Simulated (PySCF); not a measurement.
SMILES [CH3][Al]([CH2]C)[CH3] (C4H11Al), GFN2-xTB optimised geometry.

```
16

Al     0.28    -0.01     0.00
C     -0.76    -1.72     0.01
H     -1.31    -1.87     0.94
H     -0.10    -2.58    -0.11
H     -1.50    -1.77    -0.79
C      2.27    -0.01     0.00
H      2.69     0.99     0.16
H      2.70    -0.38    -0.94
H      2.69    -0.66     0.79
C     -0.68     1.75     0.00
C     -2.19     1.62    -0.25
H     -0.26     2.43    -0.75
H     -0.54     2.28     0.96
H     -2.65     0.95     0.48
H     -2.38     1.20    -1.24
H     -2.70     2.58    -0.19
```

Density from B3LYP/def2-TZVP run with PySCF at that geometry.

Minimum of the electron density along straight lines between bonded atoms, close to the bond critical point (lines longer than 1.1 times the sum of covalent radii, or with two minima, are not listed):

| bond | length / Å | ρ at the minimum / e bohr⁻³ | ∇²ρ there / e bohr⁻⁵ | position (fraction from the first atom) |
|---|---|---|---|---|
| Al1–C2 | 1.995 | 0.082 | 0.21 | 0.40 |
| C2–H3 | 1.095 | 0.267 | -0.87 | 0.63 |
| C2–H4 | 1.096 | 0.269 | -0.88 | 0.63 |
| C2–H5 | 1.095 | 0.268 | -0.87 | 0.63 |
| Al1–C6 | 1.993 | 0.082 | 0.22 | 0.40 |
| C6–H7 | 1.095 | 0.269 | -0.88 | 0.63 |
| C6–H8 | 1.095 | 0.267 | -0.87 | 0.63 |
| C6–H9 | 1.095 | 0.268 | -0.87 | 0.63 |
| Al1–C10 | 2.014 | 0.081 | 0.20 | 0.40 |
| C10–C11 | 1.537 | … | … | 0.50 |
| C10–H12 | 1.100 | 0.268 | -0.87 | 0.63 |
| C10–H13 | 1.100 | 0.267 | -0.87 | 0.63 |
| C11–H14 | 1.090 | 0.280 | -0.96 | 0.64 |
| C11–H15 | 1.089 | 0.280 | -0.96 | 0.63 |
| C11–H16 | 1.091 | 0.279 | -0.95 | 0.64 |

Task: Fill in the missing entries.

Result: 
- C10–C11, ρ at the minimum / e bohr⁻³: 0.237
- C10–C11, ∇²ρ there / e bohr⁻⁵: -0.56
